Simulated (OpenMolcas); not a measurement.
An atom or ion with 48 electrons was computed by SS-CASPT2, IPEA 0.25 Eh, imaginary shift 0.1 Eh with spin-orbit coupling (OpenMolcas, ANO-RCC-VQZP, DKH2). The lowest levels that the run gave, each within 12 % of the measured value where one is at hand:

```tsv
J	Parity	E (cm⁻¹)	g
0	even	0.0	
0	odd	97060	
1	odd	100880	1.486
2	odd	112140	1.501
1	odd	140620	1.015
0	even	225300	
1	even	234540	1.501
2	even	236340	1.216
2	even	250390	1.286
0	even	272950
```

**Question.** Which ion is it, and what are the configurations and terms?

**Answer.** Xe VII (Z = 54, charge +6; active space 2 electrons in 4 orbitals (5s 5p)). J, parity and g give the terms where levels are pure, and mixed ones are named by the computed weights; the size of the splittings, set against known spectra of the 48-electron sequence, gives the charge. In order, with the measured energies in cm⁻¹ (Saloman, J. Phys. Chem. Ref. Data 33, 765 (2004)): 5s² ¹S₀, 5s 5p ³P°₀ (96141), 5s 5p ³P°₁ (100451), 5s 5p ³P°₂ (113676), 5s 5p ¹P°₁ (143259), 5p² ³P₀ (223673), 5p² ³P₁ (234685), 5p² ¹D₂ [57 %] (236100), 5p² ³P₂ [57 %] (251853), 5p² ¹S₀ (273208).

CASPT2 does not keep the components of a term degenerate, so their means are used; among the terms shown or strongly mixed into the levels shown the widest spread is 18 cm-1 (5p² ¹D). Over all roots computed the reference weight is 0.90 to 0.95; the roots of lowest weight are the least certain, and an intruder state may touch them. The ¹D term of p² mixes with s d, which this space lacks. Measured partners are found by configuration, term and J. A level has none where our copy of the source lacks it or the pairing is in doubt (some pairs that miss far off the trend of their configuration count as doubtful), and it then counts in no deviation. Levels of configurations outside the active space are missing.

A share in square brackets marks a mixed level and gives the weight of the term that names it. ° marks odd parity.
